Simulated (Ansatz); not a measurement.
An input meant for CoSi₃ (charge 0, doublet).

```yaml
crystal:
  periodic: [false, false, false]
  atoms:
    - {symbol: Co, position_ang: [1.590655, -1.302636, 0.766522]}
    - {symbol: Si, position_ang: [-2.095980, -2.781842, -0.126225]}
    - {symbol: Si, position_ang: [-1.718056, 1.406993, -0.828311]}
    - {symbol: Si, position_ang: [2.223361, 2.677485, 0.188014]}
basis:
  gaussian: {orbitals: def2-mTZVPP}
magnetization: {spin_polarized: true, initial_magnetization: 1}
hamiltonian: {xc: {name: rPW86-PBE}, dispersion: d4, pseudopotentials: {relativity: none}}
scf: {omitted_lower_state_checks: [starts]}
```

```sh
$ ansatz run in.yaml --threads 4 --pin off --events-out ev --progress --plain --max-ram 3916MiB
```

Output, abridged:

```
Functional definition: rPW86-PBE
1087 factors; their error is unknown
mean field evaluation 1: about -61208.8443 eV, gradient 1.6e2 eV
mean field evaluation 2: about -59519.7665 eV, gradient 4.1e2 eV
mean field evaluation 4: about -60035.4642 eV, gradient 3.1e2 eV
mean field evaluation 8: about -61290.8144 eV, gradient 4.2e0 eV
mean field evaluation 16: about -61293.1037 eV, gradient 7.9e-1 eV
mean field evaluation 32: about -61293.2936 eV, gradient 3.0e-2 eV
mean field -61293.29385858 eV, -2252.4870032162 hartree, gradient 6.2e-6 eV, S^2 4.247402; 0 other end points of the search recorded, 0 dependent functions left out
reference -61293.29397468 eV, -2252.4870074826 hartree; 35, 34 occupied and 79, 80 virtual orbitals, 1087 factors
Total energy: -61293.51500686 eV, -2252.4951302655 hartree
Checks for a lower state left out: starts
```

In this input the coordinates are in bohr but typed as ångström. The run converged. The result belongs to that input, not to the species as meant.

The charge 0 doublet is spin-contaminated (final ⟨S²⟩ up to 4.25, 0.75 for a pure state).
